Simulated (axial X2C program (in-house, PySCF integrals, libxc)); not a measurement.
**Low determinants of FeN at the PBE0 level, two-component**

All values were computed with an in-house all-electron X2C program for linear molecules (integrals from PySCF). Two-component (2c) means X2C with spin–orbit coupling and atomic mean-field two-electron Coulomb and Gaunt terms. Basis: Fe dyall-cv3z [9s10p6d3f2g], N dyall-av3z [7s7p3d2f] (cores contracted in-house); Gaussian nuclei, density fitting, unrestricted open shells. Masses: Fe 55.935 u, N 14.003 u.

Search at 1.603 Å (vertical energies from the lowest determinant):

| ΔE (eV) | state | electrons beyond evenly filled partner blocks | electrons in ±ω = 1/2, 3/2, 5/2, 7/2 |
| --- | --- | --- | --- |
| 0.00 | Ω = 5/2 | ω = 5/2 | 24 8 1 0 |
| 0.37 | Ω = 9/2 | ω = 1/2, ω = 3/2, ω = 5/2 | 23 9 1 0 |
| 0.43 | Ω = 3/2 | ω = 3/2 | 24 7 2 0 |
| 0.46 | Ω = 1/2 | ω = 1/2 | 23 8 2 0 |
| 0.68 | Ω = 1/2 | ω = -1/2, ω = -3/2, ω = 5/2 | 25 7 1 0 |
| 1.17 | Ω = 3/2 | ω = 1/2, ω = -3/2, ω = 5/2 | 25 7 1 0 |
| 1.18 | Ω = 3/2 | 2 × ω = -1/2, ω = 5/2 | 24 8 1 0 |

Lowest determinant, Ω = 5/2 (⟨Sz⟩ = 2.50, ⟨Lz⟩ = 0.00 at PBE0): Re = 1.597 Å, ωe = 839.8 cm⁻¹.

The determinant in row 2 of the search, Ω = 9/2 (⟨Sz⟩ = 1.50, ⟨Lz⟩ = 3.00 at PBE0), was followed along the bond at PBE0; measured from the minimum of the lowest determinant it gives:

Te = 0.368 eV (2965 cm⁻¹), Re = 1.588 Å, ωe = 735.1 cm⁻¹.

Q: Compare the bond of the determinant in row 2 with that of the lowest one.

A: At PBE0 its Re is 0.009 Å shorter and its force constant, which goes as ωe², is 0.77 times that of the lowest determinant. T0 ≈ Te + Δωe/2 = 2965 + (-52) = 2913 cm⁻¹.

The search compares states at one distance, so a state with another bond length can lie lower; it is not exhaustive and yields mostly the lowest determinant of each block pattern, so other components and higher states of one pattern are missing. These are energies of single determinants, not of spin-adapted states; PBE0 term energies can be off by some tenths of an eV, and the functional has no current term. The lowest determinant need not be the ground state where others lie within half an eV.
